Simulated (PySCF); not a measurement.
C₂H₂F (SMILES [CH]=CF), doublet, at a GFN2-xTB geometry.

The PySCF input:
```python
from pyscf import gto, scf, dft

mol = gto.M(
    atom='''
C     0.038313    0.377487   -0.001989
C     1.239353   -0.086885   -0.037293
F    -1.073317   -0.381698    0.033302
H    -0.247823    1.437296    0.004333
H     2.241676    0.254371   -0.068359
''',
    basis='6-31g**',
    charge=0,
    spin=1,
    verbose=5,
)

mf = dft.UKS(mol)
mf.xc = 'pbe0'
mf.kernel()
```

Question: What does this run give for the Mulliken (on the basis functions themselves) charges in atom order, dipole moment, HOMO energy, total energy, nuclear repulsion energy, <S^2>?

Answer: 
```yaml
Mulliken (on the basis functions themselves) charges in atom order: C1 0.20, C2 -0.20, F3 -0.30, H4 0.13, H5 0.17
dipole_moment: 1.77 D
HOMO energy: -7.52 eV
total_energy: -176.9365 Eh
nuclear_repulsion_energy: 61.0652 Eh
"<S^2>": 0.764
```

These values belong to the state on which the SCF converged, which isn't shown to be the lowest.
